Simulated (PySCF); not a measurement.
One of the candidates below gave these computed data.

All candidates are C4H6O3S.

- Polarisability: 79.1 au [wB97X-D/def2-SVPD]
- UV, first state: lowest singlet excitation: 5.83 eV (213 nm, f = 0.473) [TDDFT wB97X-D/def2-SVPD]
- 13C NMR: chemical shifts (computed TMS as zero) by class: 155.7 (1 C), 136.5 (1 C), 133.1 (1 C), 127.7 (1 C) ppm [GIAO PBE0/pcSseg-1]
- Triplet: lowest triplet excitation (Tamm–Dancoff): 3.34 eV [TDA wB97X-D/def2-SVPD]
- 1H NMR: chemical shifts (computed TMS as zero) by class: 6.81 (1 H), 6.64 (1 H), 6.39 (1 H), 6.15 (1 H), 6.00 (1 H), 4.60 (1 H) ppm [GIAO PBE0/pcSseg-1]
- Dipole: 4.02 D [wB97X-D/def2-SVPD]
- Rotational structure: rotational constants A, B, C: 2.548, 1.812, 1.360 GHz [GFN2-xTB]

Electronic properties: PySCF, gas phase, density fitting. Levels stand in brackets. Isolated species at its GFN2-xTB geometry (one conformer only). NMR classes are plain means over equivalent atoms (diastereotopic ones count apart unless rotation or inversion swaps them), as if these changed places fast.

Question: Which candidate is it?
A. `O=S(=O)(O)[C@@H]1C=CC1`
B. `O=S(=O)(O)C1=CCC1`
C. `C=CC(=C)S(=O)(=O)O`

Answer: C. It is `C=CC(=C)S(=O)(=O)O`. Numbering: `[CH2:1]=[CH:2][C:3](=[CH2:4])[S:5](=[O:6])(=[O:7])[OH:8]`. 4 carbons fall into 4 classes; from least to most shielded: fully substituted alkene carbon [C3] (155.7 ppm), terminal =CH2 carbon [C1] (136.5 ppm), alkene CH carbon [C2] (133.1 ppm), terminal =CH2 carbon [C4] (127.7 ppm). Hydrogen classes from least to most shielded: 1 H on a terminal =CH2 carbon, C1 (6.81 ppm), 1 H on an alkene CH carbon, C2 (6.64 ppm), 1 H on a terminal =CH2 carbon, C4 (6.39 ppm), 1 H on a terminal =CH2 carbon, C1 (6.15 ppm), 1 H on a terminal =CH2 carbon, C4 (6.00 ppm), 1 H on a hydroxyl oxygen, O8 (4.60 ppm). The optimised geometry has point group C1 and is an asymmetric top.

The others, at the same levels:
- `O=S(=O)(O)[C@@H]1C=CC1` fails: its computed 13C shifts are 157.2 (1 C), 139.4 (1 C), 67.4 (1 C), 36.3 (1 C) ppm, 1H shifts are 6.92 (1 H), 6.11 (1 H), 4.56 (1 H), 4.18 (1 H), 2.99 (1 H), 2.92 (1 H) ppm and rotational constant A is 3.519 GHz (against 2.548 GHz).
- `O=S(=O)(O)C1=CCC1` fails: its computed 13C shifts are 153.8 (1 C), 150.6 (1 C), 33.2 (1 C), 27.4 (1 C) ppm, 1H shifts are 6.78 (1 H), 4.57 (1 H), 2.93 (2 H), 2.51 (2 H) ppm and rotational constant A is 3.583 GHz (against 2.548 GHz).

Each candidate is one conformer, not necessarily the lowest. Dipoles, sizes and rotational constants follow the conformer. The torsions of the flexible species, by atom-mapped SMILES:
- `[CH2:1]=[CH:2][C:3](=[CH2:4])[S:5](=[O:6])(=[O:7])[OH:8]`: C1–C2–C3–C4 -179°, C2–C3–S5–O6 -175°, H–O8–S5–C3 -110°
- `[O:1]=[S:2](=[O:3])([OH:4])[C@@H:5]1[CH:6]=[CH:7][CH2:8]1`: O1–S2–C5–C6 -88°, H–O4–S2–O1 5°
- `[O:1]=[S:2](=[O:3])([OH:4])[C:5]1=[CH:6][CH2:7][CH2:8]1`: O1–S2–C5–C6 152°, H–O4–S2–O1 0°
